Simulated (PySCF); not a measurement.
O₂Ti, charge +1, multiplicity 2. Atoms are numbered in the order given.

```xyz
3

Ti     0.0000     0.0000     0.4689
O      0.0000     1.2167    -0.6448
O      0.0000    -1.2167    -0.6448
```
Charge +1, spin multiplicity 2.

Geometry optimised at B3LYP-D3(BJ)/def2-TZVP. The geometry has at least one imaginary mode, so it is a saddle point at that level. The spin state was assumed, not searched. The isomer is the one that the SMILES or the coordinates give; other isomers of the formula were not compared.

Computed with PBE0/def2-TZVPD (PySCF).

Mulliken values depend strongly on the basis, most of all with diffuse functions as here. Atomic charges (e):

```
atom  Mulliken  meta-Löwdin  Mulliken spin
----  --------  -----------  -------------
Ti1       1.71         1.43          -0.43
O2       -0.35        -0.21           0.71
O3       -0.35        -0.21           0.71
```
